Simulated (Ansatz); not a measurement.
Ansatz results at the PBE0-D4/def2-TZVP geometry: HOMO energy (B3LYP/def2-TZVPP) -7.61 eV; size of the dipole moment (PBE/def2-TZVPP) 1.03 D; LUMO energy (PBE0/def2-TZVPP) -0.10 eV.

Each molecule was computed in one conformer, which needn't be the lowest.

(1) Which molecule gave them?
A. `[SiH3]O[SiH](S)Cl`
B. `O[SiH2][SiH](S)Cl`
C. `S[SiH2]CCl`
D. `C[SiH2][SiH]1C=N1`

## Answers

(1) A. The others give `O[SiH2][SiH](S)Cl`: -7.39, 0.84, -0.99; `S[SiH2]CCl`: -7.37, 1.33, -0.07; `C[SiH2][SiH]1C=N1`: -6.32, 1.46, -0.90.

B3LYP here is the variant with VWN-RPA as its local correlation; programs differ in this.
